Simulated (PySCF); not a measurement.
Correlation energy of Ne+ (neon, charge +1)

[He] 2s2 2p5, 2P determinant. Computed with PySCF 2.14 in pcseg-2, with the non-relativistic Hamiltonian (point nucleus). Frozen: 1s2; 7 electrons correlated.

MP2 pair energies summed by pair of shells (mhartree):

```tsv
pair	energy	share (%)
2p-2p	-114.44	63.9
2s-2p	-56.03	31.3
2s-2s	-8.50	4.7
```

Total MP2 correlation energy: -178.98 mhartree.

Same-spin part -43.71 and opposite-spin part -135.26 mhartree; SCS-MP2 scales them by 1/3 and 6/5 to -176.89 mhartree.

| level | correlation energy (mhartree) |
| --- | --- |
| CCSD | -191.27 |
| (T) | -2.08 |
| CCSD(T) | -193.35 |

Diagnostics: T1 = 0.0049, D1 = 0.0073, largest double amplitude 0.027.

Is a single reference adequate?

Yes: T1 lies below 0.03 and no double amplitude reaches 0.07.
